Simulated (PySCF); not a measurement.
Compound: C6H6NO (doublet state).
Structure used (GFN2-xTB), in Å, numbered top down from 1:
```
atom  x, y, z in Å
C1     2.3919    1.6204   -0.3993
C2     1.6008    0.5901   -0.2800
C3     2.1087   -0.7294   -0.4016
N4     2.5290   -1.7898   -0.5017
C5     0.0938    0.7025   -0.0048
O6    -0.4449    1.7637    0.1145
C7    -0.5922   -0.6341    0.0917
C8    -2.0828   -0.4840    0.3646
H9     2.2774    2.6793   -0.3540
H10   -0.4205   -1.1740   -0.8441
H11   -0.1073   -1.2095    0.8856
H12   -2.2460    0.0461    1.2995
H13   -2.5497   -1.4631    0.4299
H14   -2.5589    0.0813   -0.4326
```

The hyperfine couplings belong to this conformer and change with its torsions.

Identity: `[H]/[C]=C(/C#N)C(=O)CC` [radical].

Level of theory: UKS B3LYP, pcH-1 on C H N O, non-relativistic, mean-field spin-orbit, GIAO (PySCF 2.14.0). One conformer (not necessarily the lowest) at the GFN2-xTB geometry, without solvent, vibrations or thermal averaging. A GFN2-xTB geometry isn't a minimum of the functional, and hyperfine couplings can be far from their values at a DFT geometry.

Problem. Count the α and β electrons and give S(S+1).

Solution. Nα = 29, Nβ = 28 (57 in all), and S(S+1) = 0.75 for S = 1/2.

Mulliken spin populations, one withheld:

| atom | bound to | population |
| --- | --- | --- |
| C1 | C2, H9 | ? |
| C2 | C1, C3, C5 | -0.1604 |
| C3 | C2, N4 | +0.0492 |
| N4 | C3 | -0.0336 |
| C5 | C2, O6, C7 | +0.0669 |
| O6 | C5 | -0.0108 |
| C7 | C5, C8, H10, H11 | +0.0143 |
| C8 | C7, H12, H13, H14 | +0.0046 |
| H9 | C1 | +0.0083 |
| H10 | C7 | -0.0007 |
| H11 | C7 | -0.0007 |
| H12 | C8 | -0.0001 |
| H13 | C8 | +0.0013 |
| H14 | C8 | -0.0001 |

Problem. Fill in the missing population.

Solution. The populations add up to Nα − Nβ = 1, and the others sum to -0.0618, so C1 holds +1.062.

Problem. Sum the populations by element and by sign.

Solution. Carbon +1.04, hydrogen +0.01, oxygen -0.01, nitrogen -0.03. The positive populations sum to 1.21, the negative ones to -0.21.

Problem. The run gives ⟨S²⟩ = 0.7639. What does that say of the overlap of α and β orbitals, and of the weight of higher spin?

Solution. For a single determinant ⟨S²⟩ = S(S+1) + Nβ − Σ|⟨iα|jβ⟩|², so the squared overlaps of occupied orbitals sum to 28 − 0.0139 = 27.9861. If the quartet state (S + 1) were the only admixture, its weight would be 0.0139/(2S + 2) = 0.46 %.

Problem. What Fermi-contact NMR shifts do the couplings of C2, N4, C5, C7, C8, H9, H10/H11 imply at 200 K (Curie law, g = gₑ)?

Solution. δ = a_FC·h·gₑ μB S(S+1)/(3 g_N μN kT), with k/h = 20836.6 MHz/K:

```json
{"nuclei": "C2", "isotope": "13C", "a_FC (MHz)": "-30.55", "g_N": "1.4048", "contact shift (ppm)": "-4796"}
{"nuclei": "N4", "isotope": "14N", "a_FC (MHz)": "-0.61", "g_N": "0.4038", "contact shift (ppm)": "-331"}
{"nuclei": "C5", "isotope": "13C", "a_FC (MHz)": "52.78", "g_N": "1.4048", "contact shift (ppm)": "+8287"}
{"nuclei": "C7", "isotope": "13C", "a_FC (MHz)": "11.27", "g_N": "1.4048", "contact shift (ppm)": "+1769"}
{"nuclei": "C8", "isotope": "13C", "a_FC (MHz)": "1.69", "g_N": "1.4048", "contact shift (ppm)": "+266"}
{"nuclei": "H9", "isotope": "1H", "a_FC (MHz)": "40.98", "g_N": "5.5857", "contact shift (ppm)": "+1618"}
{"nuclei": "H10/H11", "isotope": "1H", "a_FC (MHz)": "-1.52", "g_N": "5.5857", "contact shift (ppm)": "-60"}
```

All at the stated temperature. Entries for several nuclei are means.

β density exceeds α density at some nuclei, such as C2 (-0.0272), N4 (-0.0019) and O6 (-0.0012), spin density in bohr⁻³. In a single determinant that takes different orbitals for the two spins, that is spin polarisation.

Hardware: an Arm Neoverse V1 with one thread, no GPU, on a shared host. Cost: 60 s of wall time (grids of density and orbitals included), 0.95 GiB resident at most.
